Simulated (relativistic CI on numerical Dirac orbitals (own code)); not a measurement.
## Spin-allowed bands of a d8 ion in an octahedral site, by hand

Problem. Take Δ = 10600 cm⁻¹ and B = 550 cm⁻¹ for a d8 ion in an octahedral site. Calculate the three spin-allowed bands.

Working.
1. The terms of highest spin are 3F (energy 0) and 3P (15B = 8250 cm⁻¹). Here the F term splits into A2 at −1.2Δ = -12720, T2 at −0.2Δ = -2120 and T1 at +0.6Δ = 6360 cm⁻¹.
2. The two T1 states mix through the element 0.4Δ: H = [[6360, 4240], [4240, 8250]], with roots ½(H₁₁ + H₂₂) ∓ ½√[(H₂₂ − H₁₁)² + 4H₁₂²] = ½(14610) ∓ ½(8688) = 2961 and 11649 cm⁻¹.
3. The ground term is 3A2 at -12720 cm⁻¹.
4. Bands: 3T2 10600 cm⁻¹ (943 nm), 3T1(F) 15681 cm⁻¹ (638 nm), 3T1(P) 24369 cm⁻¹ (410 nm).

Check. Exact diagonalisation of the whole d8 shell with these parameters gives 3T2 10600, 3T1 15681, 3T1 24369 cm⁻¹. The match is exact, since without spin-orbit coupling no other term has this spin. The ratio of the second band to the first, 1.479, depends on Δ/B = 19.3 alone, which is how a Tanabe-Sugano diagram is read.
